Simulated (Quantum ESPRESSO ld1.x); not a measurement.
Species: Cr X. Configuration: [Ne] 3s2 3p3. Calculated with ld1.x of Quantum ESPRESSO 7.5: Dirac Kohn-Sham, revPBE, spin-unpolarised, spherical densities, point nucleus; open shells fill j = l - 1/2 first. Some entries of the table are withheld. Estimate them.

| orbital | occ. | eigenvalue (hartree) | r(max) (bohr) | <1/r> (bohr^-1) |
|---|---|---|---|---|
| 1s1/2 | 2 | -224.200 | 0.042 | 23.89 |
| 2s1/2 | 2 | -32.4434 | 0.242 | 5.094 |
| 2p1/2 | 2 | (1) | 0.195 | (2) |
| 2p3/2 | 4 | (3) | 0.198 | (4) |
| 3s1/2 | 2 | -9.44224 | 0.731 | 1.781 |
| 3p1/2 | 2 | -8.34871 | 0.731 | 1.703 |
| 3p3/2 | 1 | -8.29447 | 0.731 | 1.688 |
| 3d3/2 | 0 | -6.61932 | 0.653 | 1.527 |
| 3d5/2 | 0 | -6.61127 | 0.653 | 1.524 |
| 4s1/2 | 0 | -4.24109 | 1.63 | 0.8473 |

Answer. 
(1) 2p1/2 eigenvalue (hartree): -28.7740
(2) 2p1/2 <1/r> (bohr^-1): 5.030
(3) 2p3/2 eigenvalue (hartree): -28.4531
(4) 2p3/2 <1/r> (bohr^-1): 4.954
